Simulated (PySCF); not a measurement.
# Exercise with solution: oscillator strength and radiative lifetime

ClH4NSi, SMILES N[SiH2]Cl.

Coordinates come from a ωB97X-D3(BJ)/def2-TZVP optimisation. The values are those of a single conformer.

TDA-ωB97X/def2-SVPD (PySCF) puts the first singlet state with f over 0.02 at 7.30 eV (vertical), with the transition dipole (0.234, -0.496, 0.000) in atomic units.

Q: Find the oscillator strength, the wavelength and the radiative lifetime that this transition would have in vacuum if emission retraced absorption.

A: 
|μ|² = 0.3008 au, so |μ| = 1.39 D. ΔE = 7.30/27.211 = 0.2683 hartree. f = (2/3) ΔE |μ|² = 0.054 (the program prints 0.054).
λ = 1239.84/7.30 = 170 nm; ν = 58878 cm⁻¹.
Einstein's coefficient A = 0.6670 ν² f s⁻¹ (ν in cm⁻¹) = 1.2e8 s⁻¹, so τ = 1/A = 8.0 ns. This state is S1. The figure is the radiative limit of this one transition; relaxation, internal conversion, crossing to triplets and a medium change what is measured.
